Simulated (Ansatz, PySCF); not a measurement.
This PySCF input computes a CCSD(T)/cc-pVDZ energy:

```python
from pyscf import gto, scf, mp, cc as ccmod

mol = gto.M(
    atom='''
    O    -1.29736548    0.95437683    0.35818968
    C    -0.86902835    0.07029536   -0.36861758
    B     0.67256538   -0.14630227   -0.45264912
    F     1.53000965   -0.76070056    0.29653957
    H    -1.53981979   -0.47897051   -1.05942239
    ''',
    basis='cc-pvdz',
    charge=0,
    spin=1,
    verbose=4,
)

mf = scf.UHF(mol)
mf.conv_tol = 1e-10
mf.max_cycle = 100
mf.kernel()
mo, _, stable, _ = mf.stability(return_status=True)
if not stable:
    mf.kernel(mf.make_rdm1(mo, mf.mo_occ))
mp2 = mp.MP2(mf, frozen=4).run()
cc = ccmod.CCSD(mf, frozen=4)
cc.max_cycle = 100
cc.kernel()
et = cc.ccsd_t()
print(f'E(CCSD(T)) = {cc.e_tot + et:.9f}')
```

Problem. Write an input for the same energy in Ansatz (an electronic-structure program) and say what it gives.

Solution. 
Ansatz 0.2 input:
```yaml
crystal:
  periodic: [false, false, false]
  atoms:
    - {symbol: O, position_ang: [-1.29736548, 0.95437683, 0.35818968]}
    - {symbol: C, position_ang: [-0.86902835, 0.07029536, -0.36861758]}
    - {symbol: B, position_ang: [0.67256538, -0.14630227, -0.45264912]}
    - {symbol: F, position_ang: [1.53000965, -0.76070056, 0.29653957]}
    - {symbol: H, position_ang: [-1.53981979, -0.47897051, -1.05942239]}
basis:
  gaussian:
    orbitals: cc-pVDZ
magnetization: {spin_polarized: true, initial_magnetization: 1}
correlation: {method: ccsd_t, electrons: outside_noble_gas}
```
It gives -237.99699 Eh, and PySCF -237.99699 Eh, a difference of 0.00 mEh.

It need not be the lowest isomer of its formula.
